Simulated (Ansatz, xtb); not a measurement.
Two isomers of FGeH5SiTe

Structure I: `F[Si@H]([GeH3])[TeH]`, a singlet. Structure II: `F[SiH2][GeH2][TeH]`, a singlet. Both are isolated molecules in the gas phase, relaxed with PBE0-D3(BJ)/def2-SVP; the shapes shown needn't be the lowest conformers.

I (Å):

```xyz
9

F     0.1942    2.2677    2.7819
Ge   -1.9215    0.6218    0.9101
Si   -0.5597    2.5173    1.3552
Te    1.0540    2.9007   -0.5010
H    -1.3174    3.7968    1.4697
H    -2.8066    0.2772    2.1210
H    -2.8128    0.9170   -0.3081
H    -1.0123   -0.5779    0.5907
H     1.3591    1.2683   -0.6290
```

II (Å):

```xyz
9

F    -0.9789    1.0876    2.9176
Ge   -0.9194    1.3799   -0.3065
Si   -1.7039    2.0670    1.8301
Te    1.6259    1.1540   -0.0334
H    -3.1787    1.9191    1.9999
H    -1.2880    3.4703    2.1082
H    -1.5488    0.0584   -0.7881
H    -1.1412    2.4606   -1.3808
H     1.3979    0.4601    1.4631
```

Problem. Estimate which is lower in electronic energy at CCSD(T)/def2-SVP + ΔMP2/def2-TZVPP, and by roughly how much.

Solution. Too close to call at this level: CCSD(T)/def2-SVP + ΔMP2/def2-TZVPP gives E(II) − E(I) = −0.011 eV.

How the difference moves with the method:

| level | geometry | E(II) − E(I) (eV) | departure from the last row (eV) | job, with rough time for the two |
| --- | --- | --- | --- | --- |
| PBE0-D3(BJ)/def2-SVP | PBE0-D3(BJ)/def2-SVP | −0.006 | +0.005 | optimisation, 70 s |
| HF/def2-SVP | PBE0-D3(BJ)/def2-SVP | −0.110 | −0.100 | part of the CCSD(T) run |
| MP2/def2-SVP | PBE0-D3(BJ)/def2-SVP | −0.067 | −0.056 | part of the CCSD(T) run |
| CCSD(T)/def2-SVP | PBE0-D3(BJ)/def2-SVP | −0.061 | −0.051 | single point |
| CCSD(T)/def2-SVP + ΔMP2/def2-TZVPP | PBE0-D3(BJ)/def2-SVP | −0.011 |  | single point, 30 s |

As drawn, II has 1 Ge–Te, 1 Si–H in place of 1 Si–Te, 1 Ge–H.

The largest departure from CCSD(T)/def2-SVP + ΔMP2/def2-TZVPP is that of HF/def2-SVP, 0.100 eV. Levels run at GFN2-xTB geometries aren't shown. The last row adds to CCSD(T) the change of the MP2 difference between the two basis sets, here +0.051 eV.

With harmonic frequencies from PBE0-D3(BJ)/def2-SVP (ideal gas, rigid rotor, one conformer each, 298.15 K, 1 atm): on the last row, ΔE + ΔZPE = +0.004 eV. A mode under 50 cm⁻¹ makes harmonic enthalpies and free energies unreliable, so none is given.

The correlated steps freeze 19 core orbitals; the filled d shell of Ge and Te is correlated, in a basis made for valence electrons. Atoms past krypton carry core potentials in the def2 sets and no spin–orbit term is included. Programs: Ansatz 0.2.0; the last row on 2 threads of Intel(R) Xeon(R) 6975P-C (Granite Rapids) on a shared host.
